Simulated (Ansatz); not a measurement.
A nudged elastic band was laid between two geometries of a periodic cell of 19 atoms, SiC18 (surface graphene monolayer, adsorbate Si).

All numbers below come from DFT PBEsol, scalar-relativistic, plane waves, PAW in Ansatz. Settings: cutoff 420 eV, k mesh 2x2x1, fermi-dirac smearing 0.05 eV, spin collinear.

```json
{
 "movable images": "5",
 "climbing image": "yes",
 "spring": "5.0 eV/Å²",
 "optimiser": "quadratic models (default)",
 "start path": "IDPP",
 "force threshold": "0.05 eV/Å",
 "iteration limit": "25",
 "end points": "relaxed"
}
```

First end point:

```xyz
19
Lattice="7.3980 0.0000 0.0000 -3.6990 6.4069 0.0000 0.0000 0.0000 13.0000" Properties=species:S:1:pos:R:3
C -0.006 -0.009 1.001
C 1.224 0.708 0.989
C -1.230 2.125 1.029
C 0.006 2.855 1.007
C -2.469 4.284 1.007
C -1.237 4.985 0.953
C 2.455 -0.003 0.954
C 3.687 0.700 0.953
C 1.230 2.131 1.001
C 2.454 2.842 1.001
C -0.003 4.273 0.953
C 1.229 4.976 0.954
C 4.921 -0.012 0.953
C 6.153 0.689 1.008
C 3.679 2.118 1.008
C 4.914 2.849 1.028
C 2.460 4.266 0.989
C 3.690 4.983 1.001
Si 5.539 2.484 3.000
```

Last end point:

Only the atoms that move by more than 0.05 Å are listed.
```
C6 -1.227 4.991 1.007
C15 3.688 2.123 0.953
Si19 4.306 4.619 3.000
```

**Question.** What changes between the two ends?

**Answer.** The atom that moves furthest is Si19, by 2.47 Å; four of its nearest neighbours are C16 2.10, C3 2.10, C15 2.75, C14 2.75 Å at the first end and C18 2.10, C5 2.10, C17 2.75, C16 2.75 Å at the last.

**Question.** What energy profile does the band end with?

**Answer.** The run converged. The highest image is number 4 of 0 to 6, 0.028 eV above the ends, which have the same energy within 2 meV. The profile has 2 maxima (images 1, 4) with wells between them (image 3): this band takes more than one step, which may be the mechanism or a detour left from its start path. By the program's own check the climbing image is of a kind that is not told: the force calls were inconclusive, a negative curvature could not be distinguished from the path's own, the only one lies far off the path, or fixed occupations may fill a level only in part (lowest curvatures found: -0.43 and 0.97 eV/Å²). Limits of this set-up: coarse k mesh, slab without dipole correction, a typed lattice constant that wasn't relaxed here.

```tsv
image	path coordinate (Å)	energy (eV)	C3–Si19 (Å)	C16–Si19 (Å)	C5–Si19 (Å)
0	0.00	0.000	2.10	2.10	2.75
1	0.48	0.022	2.20	2.04	2.38
2	0.95	0.014	2.50	2.06	2.15
3	1.43	0.006	2.86	2.13	2.08
4	1.90	0.028	3.17	2.28	2.04
5	2.21	0.014	3.43	2.51	2.06
6	2.51	0.000	3.69	2.75	2.10
```

**Question.** What is the geometry of the highest image?

**Answer.** 
```xyz
19
Lattice="7.3980 0.0000 0.0000 -3.6990 6.4069 0.0000 0.0000 0.0000 13.0000" Properties=species:S:1:pos:R:3
C 0.003 -0.002 1.044
C 1.234 0.698 0.977
C -1.221 2.118 1.041
C 0.000 2.834 0.977
C -2.447 4.267 0.960
C -1.209 4.983 0.947
C 2.472 -0.007 0.948
C 3.703 0.699 0.977
C 1.228 2.119 0.950
C 2.454 2.826 0.938
C 0.009 4.259 0.948
C 1.236 4.971 0.977
C 4.935 -0.012 1.010
C 6.171 0.701 1.043
C 3.684 2.116 0.989
C 4.929 2.828 1.063
C 2.453 4.246 0.989
C 3.693 4.968 1.067
Si 4.547 4.058 2.946
```

The band took 8 iterations and roughly 40 core-minutes.

Time of the run: 25 min on 2 threads of Intel(R) Xeon(R) Platinum 8259CL CPU @ 2.50GHz (Skylake/Cascade Lake) (shared host), peak memory 2.2 GiB.
